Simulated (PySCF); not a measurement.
PySCF input file for Si(F)(NHSiH3)3 (FH12N3Si4), SMILES [SiH3]N[Si](F)(N[SiH3])N[SiH3], HF/pcSseg-1. The structure is a stationary point at B3LYP-D3(BJ)/def2-SVP. Other conformers were not sampled.

```python
import numpy as np
from pyscf import gto, scf, dft
from pyscf.prop.nmr import rhf as nmr

mol = gto.M(
    atom='''
    F     0.17621542    0.58027599   -1.78242080
    Si    0.33616399   -0.12857897   -0.32019527
    N     1.93816562    0.14874376    0.24609399
    Si    2.81923026    1.65914999    0.28079442
    N    -0.85607515    0.59519617    0.69308908
    Si   -2.39866721    1.27967025    0.22155554
    N     0.00596605   -1.81092476   -0.44873805
    Si   -1.27655062   -2.63106542    0.41908691
    H     2.44219399   -0.69235465    0.51693897
    H     3.89955950    1.72315066   -0.74811917
    H     1.83321148    2.74453307    0.02997008
    H     3.45773518    1.86026339    1.61608113
    H    -0.56134596    0.76285998    1.65240500
    H    -3.39516487    1.03031757    1.30402286
    H    -2.33310425    2.75448172   -0.00535215
    H    -2.83256984    0.61595754   -1.03556220
    H     0.49755095   -2.35611328   -1.15261915
    H    -1.18628874   -4.07374926    0.04957488
    H    -1.10847208   -2.49837534    1.89492947
    H    -2.63810980   -2.13302310    0.06901994
    ''',
    basis='pcSseg-1',
    charge=0,
    spin=0,
    max_memory=1600,
    verbose=3,
)
mf = scf.RHF(mol).density_fit(auxbasis='def2-universal-jkfit')
mf.conv_tol = 1e-10
mf.max_cycle = 100
mf.kernel()
n = nmr.NMR(mf)
n.verbose = 2
n.max_cycle_cphf = 60
sigma = n.kernel()
print('atom   isotropic/ppm   span/ppm')
for i, s in enumerate(sigma):
    w = np.linalg.eigvalsh((s + s.T) / 2)
    print(f'{mol.atom_symbol(i):2s}{i + 1:3d} {w.mean():14.3f} {w[2] - w[0]:11.3f}')
```

Log of the run:

```
converged SCF energy = -1425.64216342063
atom   isotropic/ppm   span/ppm
F   1        349.061      75.816
Si  2        439.068      42.109
N   3        251.409      49.410
Si  4        448.338      83.623
N   5        255.749      51.300
Si  6        445.666      79.969
N   7        255.286      60.935
Si  8        446.696      82.306
H   9         31.395      20.662
H  10         27.465       9.932
H  11         27.397       8.102
H  12         27.548       9.525
H  13         31.594      19.687
H  14         27.474       9.381
H  15         27.371       9.958
H  16         27.342       7.868
H  17         31.297      21.594
H  18         27.545       9.459
H  19         27.584       8.538
H  20         27.502       8.619
```

The calculation finished and met its thresholds.

Cost: very roughly 2.7 core-minutes.
